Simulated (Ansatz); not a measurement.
Geometry optimisation, Ansatz, RKS PBE-D4/def2-SVP.

The input (input.yaml):

```yaml
crystal:
  periodic: [false, false, false]
  atoms:
    - { symbol: Zr, position_ang: [0.0, 0.0, 0.0] }
    - { symbol: Cl, position_ang: [0.0, 0.0, 2.52] }
    - { symbol: F, position_ang: [1.8671, 0.0, -0.6593] }
    - { symbol: F, position_ang: [-0.9326, 1.6157, -0.6593] }
    - { symbol: O, position_ang: [-0.975, -1.6891, -0.6893] }
    - { symbol: H, position_ang: [-1.4296, -2.1548, 0.0831] }
basis:
  gaussian: { orbitals: def2-SVP }
hamiltonian:
  xc: pbe
  dispersion: d4
relax:
  f_tol: 0.02
  max_steps: 40
output:
  orbitals: {}
```

Run as:

```bash
$ ansatz run input.yaml --threads 1 --pin off --max-ram 2048MiB --backend cpu --events-out ev --progress --plain --runs-dir out
```

Where does it end, and by what steps?

It converged. After 7 steps the energy has fallen by 0.671 eV; H6 moved furthest, 0.61 Å.

```json
{"step": "0", "energy less start (eV)": "0.0000", "largest force component (eV/Å)": "2.084", "accepted": "yes"}
{"step": "1", "energy less start (eV)": "-0.4531", "largest force component (eV/Å)": "1.404", "accepted": "yes"}
{"step": "2", "energy less start (eV)": "-0.5462", "largest force component (eV/Å)": "0.574", "accepted": "yes"}
{"step": "3", "energy less start (eV)": "-0.5750", "largest force component (eV/Å)": "0.371", "accepted": "yes"}
{"step": "4", "energy less start (eV)": "-0.5990", "largest force component (eV/Å)": "1.020", "accepted": "yes"}
{"step": "5", "energy less start (eV)": "-0.6616", "largest force component (eV/Å)": "0.127", "accepted": "yes"}
{"step": "6", "energy less start (eV)": "-0.6702", "largest force component (eV/Å)": "0.040", "accepted": "yes"}
{"step": "7", "energy less start (eV)": "-0.6706", "largest force component (eV/Å)": "0.016", "accepted": "yes"}
```

```xyz
6
Properties=species:S:1:pos:R:3
Zr -0.006 0.018 0.132
Cl 0.170 0.260 2.481
F 1.737 -0.093 -0.645
F -0.917 1.525 -0.612
O -0.978 -1.567 -0.277
H -1.476 -2.371 -0.483
```

Whether the end is a true minimum wasn't checked by a vibrational analysis.

Time of the run: 38 s on 1 thread of Arm Neoverse V1, with other jobs on the host, peak memory 0.15 GiB.
